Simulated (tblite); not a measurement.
Record of a relaxation.

Compound: C₄H₁₀GeS₃.
SMILES with atom numbers: `[CH3:1][S:2][C@H:3]1[CH2:4][S:5][CH2:6][GeH2:7][S:8]1` (hydrogens: H9, H10, H11 on C1; H12 on C3; H13, H14 on C4; H15, H16 on C6; H17, H18 on Ge7)

Computed with GFN2-xTB (tblite), gas phase: L-BFGS steps from a force-field or distance-geometry start until the largest atomic force falls under 0.01 eV/Å. 4 of its 86 geometries are shown.

Step 0: E = -689.1001 eV, largest atomic force 1.216 eV/Å
```
atom  x, y, z in Å  |  force x, y, z in eV/Å
C1      3.204   -0.580    0.278    0.033  -0.366   0.285
S2      2.389    0.840   -0.557    0.222  -0.695   0.593
C3      0.687    0.348   -0.129   -0.643   1.016   0.179
C4     -0.237    1.593   -0.254    0.541  -0.097   0.415
S5     -1.677    1.475    0.892    0.231   0.050  -0.770
C6     -2.675    0.348   -0.144   -0.850   0.265   0.189
Ge7    -1.768   -1.359   -0.283    0.195  -1.184   0.049
S8      0.171   -0.965   -1.288   -0.203  -0.383  -0.052
H9      2.984   -0.559    1.369    0.100   0.120  -0.761
H10     2.835   -1.535   -0.151    0.180   0.689   0.154
H11     4.289   -0.508    0.131   -0.476   0.086  -0.039
H12     0.653   -0.034    0.913    0.185   0.200  -0.514
H13     0.320    2.493    0.075   -0.269  -0.458  -0.113
H14    -0.561    1.747   -1.297   -0.009  -0.117   0.483
H15    -3.661    0.207    0.342    0.543   0.315  -0.208
H16    -2.825    0.780   -1.140   -0.062   0.166   0.294
H17    -1.514   -1.935    1.141   -0.092   0.144  -0.461
H18    -2.621   -2.350   -1.123    0.375   0.249   0.276
```

Step 28: E = -689.3000 eV, largest atomic force 0.030 eV/Å
```
atom  x, y, z in Å  |  force x, y, z in eV/Å
C1      3.220   -0.601    0.278    0.002  -0.011   0.005
S2      2.401    0.823   -0.488   -0.015   0.006   0.009
C3      0.674    0.380   -0.112   -0.004  -0.015  -0.004
C4     -0.210    1.600   -0.251    0.028  -0.006   0.001
S5     -1.700    1.520    0.788    0.010   0.009   0.008
C6     -2.722    0.348   -0.161   -0.024   0.001  -0.002
Ge7    -1.790   -1.402   -0.283    0.015   0.005  -0.003
S8      0.158   -1.001   -1.237    0.019  -0.007   0.022
H9      3.029   -0.595    1.347    0.008   0.002   0.008
H10     2.849   -1.515   -0.178   -0.007   0.005  -0.025
H11     4.281   -0.490    0.086    0.001   0.000  -0.006
H12     0.660    0.002    0.913   -0.001   0.018   0.002
H13     0.327    2.478    0.112    0.002   0.014  -0.005
H14    -0.501    1.766   -1.289   -0.006  -0.005   0.011
H15    -3.648    0.266    0.401   -0.020  -0.003  -0.006
H16    -2.940    0.788   -1.134    0.005  -0.003  -0.012
H17    -1.592   -1.940    1.117    0.003  -0.009  -0.008
H18    -2.503   -2.419   -1.135   -0.015  -0.003   0.006
```

Step 57: E = -689.3039 eV, largest atomic force 0.015 eV/Å
```
atom  x, y, z in Å  |  force x, y, z in eV/Å
C1      3.235   -0.611    0.240    0.001  -0.001   0.000
S2      2.398    0.858   -0.411   -0.003  -0.001  -0.011
C3      0.675    0.393   -0.046   -0.008   0.003  -0.001
C4     -0.218    1.599   -0.241   -0.003   0.007   0.000
S5     -1.729    1.543    0.768    0.004  -0.009  -0.002
C6     -2.727    0.351   -0.185    0.003   0.003  -0.001
Ge7    -1.792   -1.402   -0.259   -0.003  -0.002  -0.001
S8      0.195   -1.025   -1.140    0.002  -0.002   0.005
H9      3.081   -0.671    1.314    0.001  -0.002   0.003
H10     2.844   -1.491   -0.262    0.001   0.000  -0.006
H11     4.290   -0.489    0.018    0.003  -0.001   0.003
H12     0.646    0.047    0.990    0.002  -0.001  -0.001
H13     0.307    2.495    0.095   -0.002   0.004   0.014
H14    -0.493    1.724   -1.289    0.002  -0.004  -0.003
H15    -3.670    0.277    0.351   -0.001   0.001  -0.006
H16    -2.916    0.771   -1.173    0.000   0.003   0.000
H17    -1.652   -1.952    1.143    0.000   0.007   0.000
H18    -2.484   -2.410   -1.140    0.001  -0.004   0.005
```

Step 85: E = -689.3049 eV, largest atomic force 0.009 eV/Å
```
atom  x, y, z in Å  |  force x, y, z in eV/Å
C1      3.240   -0.611    0.215   -0.001   0.001   0.000
S2      2.393    0.861   -0.414   -0.008   0.003   0.001
C3      0.675    0.390   -0.027    0.003   0.004   0.001
C4     -0.220    1.595   -0.219   -0.002   0.001   0.001
S5     -1.745    1.529    0.769    0.007   0.001   0.000
C6     -2.732    0.352   -0.213    0.003  -0.004  -0.001
Ge7    -1.800   -1.403   -0.242   -0.008  -0.002   0.000
S8      0.195   -1.036   -1.109    0.000  -0.001  -0.007
H9      3.075   -0.694    1.286    0.004  -0.004   0.003
H10     2.863   -1.485   -0.309    0.005  -0.005   0.001
H11     4.296   -0.473    0.007    0.000   0.001  -0.001
H12     0.659    0.049    1.011   -0.004   0.005   0.001
H13     0.298    2.489    0.136    0.001  -0.001   0.000
H14    -0.480    1.730   -1.269    0.000   0.001   0.002
H15    -3.692    0.290    0.293    0.000  -0.002   0.000
H16    -2.885    0.774   -1.207    0.000  -0.001  -0.002
H17    -1.676   -1.915    1.175    0.000   0.002  -0.002
H18    -2.473   -2.438   -1.107   -0.001   0.000   0.003
```

**Question.** Summarise the path.

**Answer.** The energy falls by 19.76 kJ/mol from step 0 to step 85; nine tenths of that is first reached at step 8. It falls at every step. The largest force goes from 1.216 to 0.009 eV/Å. Among the bonds C6–Ge7 changes most, from 1.938 to 1.987 Å; the atoms move by 0.128 Å rms after alignment.

The cost below is that of the whole relaxation. On one thread of an Arm Neoverse V1, no GPU, shared host, this took 0.88 s wall.
